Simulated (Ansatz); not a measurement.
Job for Ansatz (a quantum-chemistry and plane-wave program): U-B2PLYP/def2-TZVPPD on OH (SMILES [OH]). The basis file is the Basis Set Exchange's JSON of that set.

Ansatz 0.2 input:
```yaml
crystal:
  periodic: [false, false, false]
  atoms:
    - {symbol: O, position_ang: [0.00000000, 0.00000000, 0.48836012]}
    - {symbol: H, position_ang: [-0.00000000, -0.00000000, -0.48836012]}
basis:
  gaussian:
    orbitals: def2-TZVPPD.json
hamiltonian:
  xc: {name: B2PLYP}
magnetization: {spin_polarized: true, initial_magnetization: 1}
correlation: {electrons: outside_noble_gas}
```

The log:

```
WARN ansatz: RAYON_NUM_THREADS=1 ignored (pool sized by the plan → 1); use --threads N
Functional definition: B2PLYP
integrals: 0.01 GiB planned
338 factors; integrals over basis functions are off by at most 1.2e-3 eV
mean field: 0.11 GiB planned
mean field evaluation 1: about -2057.9560 eV, gradient 1.5e1 eV
mean field evaluation 2: about -2057.9562 eV, gradient 1.5e1 eV
mean field evaluation 4: about -2058.7208 eV, gradient 9.5e-1 eV
mean field evaluation 8: about -2058.7244 eV, gradient 8.2e-3 eV
mean field evaluation 16: about -2058.7244 eV, gradient 2.1e-6 eV
mean field -2058.72439058 eV, -75.6567259003 hartree, gradient 2.1e-6 eV, S^2 0.753935; 0 other end points of the search recorded, 0 dependent functions left out
1 core orbitals not correlated
reference -2058.72450198 eV, -75.6567299942 hartree; 4, 3 occupied and 52, 53 virtual orbitals, 338 factors
second order -6.47209806 eV of doubles, -0.00000000 eV of singles
Total energy: -2060.47196846 eV, -75.7209482027 hartree
```

The run converged.

Cost: very roughly 0.6 core-seconds.
